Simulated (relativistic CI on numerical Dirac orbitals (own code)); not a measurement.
Computed by Dirac-Coulomb-Breit CI, orbitals from a KLI potential per configuration, QED by a radiative potential, unscaled Slater integrals (own radial code, finite nucleus).

Configuration list: 1s², 1s2s, 1s2p, 1s3s, 1s3p, 1s3d, 1s4s, 1s4p, 1s4d, 1s4f, 1s5s, 1s5p, 1s5d, 1s5f, 1s5g, 1s6s, 1s6p, 1s6d. Levels of other configurations are missing.

At this charge energies of transitions that change n are usually good to better than 1 %, and those within a shell (Δn = 0) to a few per cent.

Outline of the computed level scheme of In XLVIII. Lowest level of each configuration: 1s² ¹S0 at 0.0 eV; 1s2s ³S1 at 24586.6 eV; 1s2p ³P°1 at 24655.3 eV; 1s3s ³S1 at 29213.4 eV; 1s3p ³P°1 at 29232.2 eV; 1s3d ³D2 at 29315.3 eV; 1s4s ³S1 at 30814.0 eV; 1s4p ³P°1 at 30821.6 eV; 1s4d ³D2 at 30856.6 eV.

Some strong electric-dipole decays among the lowest 27 levels: 1s2p ¹P°1 → 1s² ¹S0 (4.7e+15 s⁻¹); 1s2p ³P°1 → 1s² ¹S0 (1.9e+15 s⁻¹); 1s3p ¹P°1 → 1s² ¹S0 (1.3e+15 s⁻¹); 1s4p ¹P°1 → 1s² ¹S0 (5.4e+14 s⁻¹); 1s3p ³P°1 → 1s² ¹S0 (5.1e+14 s⁻¹); 1s3d ³D3 → 1s2p ³P°2 (3.4e+14 s⁻¹); 1s3d ¹D2 → 1s2p ¹P°1 (3.1e+14 s⁻¹); 1s3d ³D2 → 1s2p ³P°1 (3.0e+14 s⁻¹).

LS names give the leading component of a level, which can be under half, so a name can repeat, a term be missing and a line seem to break the LS rules.
